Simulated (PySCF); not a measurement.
# Removing the step error of a finite difference

System: C$_{2}$H$_{6}$BF$_{3}$Si (SMILES CB(C)[Si](F)(F)F), singlet, geometry from GFN2-xTB. Level: CAMB3LYP/6-31G, polarisability run with PySCF. Sums are taken with unrounded values, so a last digit can differ.

Second differences of the energy in a field along z gave a polarisability along z of 40.223 bohr³ at step 0.005 and 40.413 bohr³ at step 0.05 (atomic units).

Q: Extrapolate to zero step.

A: The leading error of a symmetric difference goes as h², so A(h) = A0 + c h². Then c = (40.413 - (40.223))/(0.05² - 0.005²) = 76.7 (atomic units) and A0 = 40.223 - c × 0.005² = 40.221 bohr³. The analytic value from the same program and level is 40.221 bohr³: the smaller step missed it by 0.002, the extrapolation by 0.000.
